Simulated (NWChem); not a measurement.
Molecule: InH$_{3}$O; SMILES [InH2][OH]

Results from NWChem. All runs use the structure optimised with PBE0/def2-SVP. def2 effective core potentials on In; no spin-orbit coupling.

What does the run give for Hartree-Fock/def2-SVP? Quantities: highest occupied level (eV); orbital gap (eV); dipole (D).


```
Quantity                      Value
---------------------------  ------
highest occupied level (eV)  -11.35
orbital gap (eV)              12.40
dipole (D)                     2.30
```
